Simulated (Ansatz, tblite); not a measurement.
Adding an electron: the cluster Li5H5⁺ (the lowest doublet isomer of a short search). Total charge 1; doublet. Geometry: PBE0-D4/def2-TZVP. Ansatz, gas phase; energy differences of separate SCF runs; the reduced species is a singlet (the triplet lies 0.18 eV higher at PBE0-D4/def2-TZVP).

| atom | x (Å) | y (Å) | z (Å) |
| --- | --- | --- | --- |
| Li1 | 0.0786 | -0.0675 | -0.0366 |
| Li2 | -1.7840 | -0.7094 | 1.7666 |
| Li3 | 0.9626 | -2.3177 | 0.5523 |
| Li4 | -0.0100 | 2.5318 | -0.6589 |
| Li5 | 1.5324 | -0.1632 | -2.0544 |
| H6 | 1.3069 | -1.3175 | -0.8006 |
| H7 | -0.8267 | 1.4072 | 0.8138 |
| H8 | 0.5237 | 1.1166 | -1.4330 |
| H9 | -0.2824 | -1.3500 | 1.2946 |
| H10 | -1.5012 | 0.8696 | 0.5562 |

The xTB rows come from tblite. In the doublet, H7 and H10 lie 0.90 Å apart (atoms count from 1), so these atoms are partly bonded to each other. The structure comes from a short search, and lower isomers may exist.

```json
{"level": "GFN1-xTB", "−HOMO (eV)": "–", "−LUMO (eV)": "–", "vertical EA (eV)": "11.69", "HOMO–LUMO gap (eV)": "–", "remarks": "–"}
{"level": "GFN2-xTB", "−HOMO (eV)": "–", "−LUMO (eV)": "–", "vertical EA (eV)": "7.44", "HOMO–LUMO gap (eV)": "–", "remarks": "–"}
{"level": "PBE-D4/def2-TZVP", "−HOMO (eV)": "6.36", "−LUMO (eV)": "5.34", "vertical EA (eV)": "3.63", "HOMO–LUMO gap (eV)": "1.02", "remarks": "restricted singlet, untested (singlet)"}
{"level": "r2SCAN-D4/def2-TZVP", "−HOMO (eV)": "6.43", "−LUMO (eV)": "4.71", "vertical EA (eV)": "3.32", "HOMO–LUMO gap (eV)": "1.71", "remarks": "restricted singlet, untested (singlet)"}
{"level": "PBE0-D4/def2-TZVP", "−HOMO (eV)": "6.98", "−LUMO (eV)": "4.58", "vertical EA (eV)": "3.45", "HOMO–LUMO gap (eV)": "2.40", "remarks": "restricted singlet, untested (singlet)"}
```

  HOMO and LUMO are the levels of the spin that leaves or enters (xTB has no such levels and no spin-polarisation term). Other spin states of the ions may lie lower, which would lower the ionisation energy or raise the affinity. Raw xTB energy differences between charge states are shifted by several eV; the methods need an empirical correction for them.
